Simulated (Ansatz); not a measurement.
**Cost against result**

Saddle point of Si₂H₇ClO, closed shell (Si₂H₆O ([OH][SiH2][SiH3]) + HCl → Si₂H₅Cl ([SiH3][SiH2][Cl]) + H₂O; bonds formed: Si1–Cl7, O2–H6; bonds broken: Si1–O2, H6–Cl7), PBE0-D4/def2-TZVP structure:

| atom | x (Å) | y (Å) | z (Å) |
| --- | --- | --- | --- |
| Si1 | -0.0208 | 0.2215 | -0.6282 |
| O2 | -1.2842 | 1.5316 | 0.0666 |
| H3 | -1.3002 | -0.3159 | -1.2467 |
| H4 | 0.6979 | 0.6588 | -1.8490 |
| Si5 | 0.7335 | -1.6405 | 0.5597 |
| H6 | -0.7552 | 2.2692 | 0.4302 |
| Cl7 | 1.2949 | 1.5984 | 0.6946 |
| H8 | -1.9872 | 1.8103 | -0.5332 |
| H9 | 0.3097 | -2.9008 | -0.1143 |
| H10 | 2.2101 | -1.6316 | 0.7131 |
| H11 | 0.1016 | -1.6009 | 1.9071 |

Barriers are electronic and count from the start structure reached by relaxing down the imaginary mode.

Ansatz 0.2.0; basis: as named in each row; cores frozen in the correlated methods. B3LYP uses VWN-RPA correlation. Extrapolation: Hartree–Fock as exp(−7.88 √X), correlation as X^−2.97.

Times are rough, for one single point on 3 threads of a shared host (Intel Xeon).

The estimate by CCSD(T) at an estimated basis limit (MP2 extrapolated from triple and quadruple zeta, plus CCSD(T) − MP2 in triple zeta) is 83.9 kJ/mol.

| method | basis | time (s) | barrier (kJ/mol) | method less estimate |
| --- | --- | --- | --- | --- |
| HF | STO-3G | under 1 | 43.4 | -40.4 |
| PBE-D4 | STO-3G | under 1 | 3.2 | -80.7 |
| SPW92 | def2-SVP | under 1 | 45.6 | -38.3 |
| PBE-D4 | def2-SVP | under 1 | 63.1 | -20.7 |
| B3LYP-D4 | 6-31G | under 1 | 56.9 | -27.0 |
| PBE0-D4 | def2-SVP | 1 | 67.6 | -16.3 |
| SPW92 | def2-TZVPP | 2 | 53.7 | -30.2 |
| BLYP-D4 | def2-TZVPP | 2 | 86.0 | 2.2 |
| PBE-D4 | def2-TZVPP | 2 | 69.6 | -14.2 |
| CCSD(T) | def2-SVP | 3 | 96.8 | 13.0 |
| BHLYP-D4 | def2-TZVPP | 3 | 93.0 | 9.1 |
| B3LYP-D4 | def2-TZVPP | 4 | 88.5 | 4.7 |
| r2SCAN-D4 | def2-TZVPP | 4 | 75.8 | -8.1 |
| PBE0-D4 | def2-TZVPP | 4 | 74.2 | -9.7 |
| CAM-B3LYP-D4 | def2-TZVPP | 4 | 92.0 | 8.1 |
| wB97M-V | def2-SVP | 4 | 68.7 | -15.1 |
| r2SCAN0-D4 | def2-TZVPP | 6 | 77.6 | -6.2 |
| RPA on PBE | def2-TZVPP | 6 | 95.5 | 11.6 |
| B2PLYP | def2-TZVPP | 7 | 91.5 | 7.6 |
| PBE-QIDH | def2-TZVPP | 7 | 80.0 | -3.9 |
| wB97X-V | def2-TZVPP | 8 | 84.8 | 1.0 |
| B97M-V | def2-TZVPP | 8 | 78.7 | -5.1 |
| wB97M-V | def2-TZVPP | 8 | 76.4 | -7.5 |
| MP2 | def2-QZVPP | 21 | 82.4 | -1.5 |
| CCSD(T) | def2-TZVPP | 140 | 91.1 | 7.2 |

All methods are single points on the PBE0-D4 structures.

No T1 diagnostic of these runs exceeds 0.012.

Hydrogen chloride, the by-product of chloride precursors, can attack films and sites by steps of this kind.

Labels in which every atom is bracketed show which atoms are joined, not bond orders.
